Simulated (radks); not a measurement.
Values are calculated unless marked as measured or tabulated.
Ionisation of the europium ion Eu+, [Xe] 4f7 6s1, to Eu2+, [Xe] 4f7, under several functionals. Dirac Kohn-Sham, spin-unpolarised, spherical densities, point nucleus; open shells fill j = l - 1/2 first; a radial shooting solver on a logarithmic mesh with Libxc functionals.

functional                                      E(Eu+) (hartree)  Exc (hartree)  IE (eV)  -e(HOMO) (eV)  <r> HOMO (bohr)  IE error (eV)
XLYP                                                 -10853.5684      -244.6473   11.429          8.279           0.9841         +0.189
LDA (Slater exchange, Perdew-Wang correlation)       -10844.6035      -235.6022   11.427          8.721           0.9805         +0.187
BP86                                                 -10853.5752      -244.6628   11.256          8.586           0.9818         +0.016
exchange-only B88                                    -10849.5550      -240.5894   10.685          7.333           0.9892         -0.555
PW91                                                 -10853.2860      -244.3766   11.263          8.510           0.9808         +0.023
PBE                                                  -10852.0056      -243.0777   11.226          8.441           0.9815         -0.014
B86b exchange with PBE correlation                   -10852.9808      -244.0639   11.221          8.460           0.9816         -0.019
LDA (Slater exchange, VWN5 correlation)              -10844.6295      -235.6287   11.426          8.726           0.9804         +0.186

NIST Atomic Spectra Database: 11.24 eV (semi-empirical). Closest: PBE. The Delta-SCF values span 0.74 eV, the total energies 8.97 hartree. The highest occupied level is 4f7/2. Spin polarisation and multiplet splitting are left out, so open shells lie too high by an amount that depends on their filling.

Beside tabulated values, note that spin-unpolarised runs miss the spin-polarisation part of the exchange energy of open shells.
